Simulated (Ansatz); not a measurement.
A nudged elastic band was laid between two geometries of BFH2O + H4Si (10 atoms, charge 0, multiplicity 1).

All numbers below come from Ansatz, RKS PBE0/6-31G*.

```
movable images  : 7
climbing image  : yes
spring          : 5.0 eV/Å²
optimiser       : quadratic models (default)
start path      : through a guess of the saddle point
force threshold : 0.05 eV/Å
iteration limit : 35
end points      : relaxed
```

First end point:

```xyz
10
Properties=species:S:1:pos:R:3
B -0.037 -0.788 0.016
O -0.080 -1.351 1.242
H -0.968 -1.309 1.617
F 1.126 -0.773 -0.616
H -0.998 -0.309 -0.522
Si 0.139 3.059 1.173
H 0.905 3.892 2.138
H 0.866 2.991 -0.123
H -1.208 3.656 0.958
H -0.020 1.686 1.725
```

Last end point:

```xyz
10
Properties=species:S:1:pos:R:3
B 0.148 0.397 0.041
O -0.372 -0.411 1.540
H -1.214 -0.037 1.844
F 1.394 -0.139 -0.095
H -0.717 -0.024 -0.692
Si 0.078 2.386 0.552
H 0.994 2.707 1.700
H 0.421 3.331 -0.552
H -1.292 2.772 1.039
H 0.285 -0.227 2.231
```

(1) What changes between the two ends?

(2) What energy profile does the band end with?

(3) What is the geometry of the highest image?

Results:

(1) Bonds broken: Si6–H10. Bonds formed: B1–Si6, O2–H10. BFH2O + H4Si becomes BFH6OSi.

(2) The run converged. The highest image is number 4 of 0 to 8, 238.3 kJ/mol above the first end and 93.7 kJ/mol above the last; the last end lies 144.6 kJ/mol above the first. Neighbouring images differ by up to 1.9 eV, so the band resolves the path poorly. A vibrational analysis at the climbing image gives one clearly imaginary mode, 1362i cm⁻¹: a first-order saddle point. The orbitals stay closed-shell, which can raise the energy where a bond breaks towards radicals; this wasn't checked here.

```
image  path coordinate (Å)  energy (kJ/mol)  Si6–H10 (Å)  B1–Si6 (Å)  O2–H10 (Å)
    0                 0.00              0.0         1.49        4.02        3.08
    1                 0.83              0.4         1.49        3.79        3.01
    2                 1.66              6.9         1.48        3.35        2.53
    3                 2.50             52.2         1.50        2.82        2.01
    4                 3.33            238.3         1.90        2.25        1.20
    5                 3.88            179.3         2.37        2.10        0.98
    6                 4.44            149.2         2.84        2.05        0.97
    7                 5.00            145.6         2.97        2.05        0.97
    8                 5.55            144.6         3.11        2.05        0.97
```

(3) 
```xyz
10
Properties=species:S:1:pos:R:3
B 0.146 0.210 0.270
O -0.208 -0.515 1.628
H -1.124 -0.831 1.579
F 1.423 -0.042 -0.078
H -0.729 0.101 -0.548
Si 0.091 2.390 0.807
H 1.116 2.919 1.754
H 0.449 2.837 -0.568
H -1.230 2.997 1.152
H -0.207 0.690 1.611
```

Time of the run: 11 min on 1 thread of Intel(R) Xeon(R) Platinum 8488C (Sapphire Rapids) (shared host), peak memory 0.2 GiB.
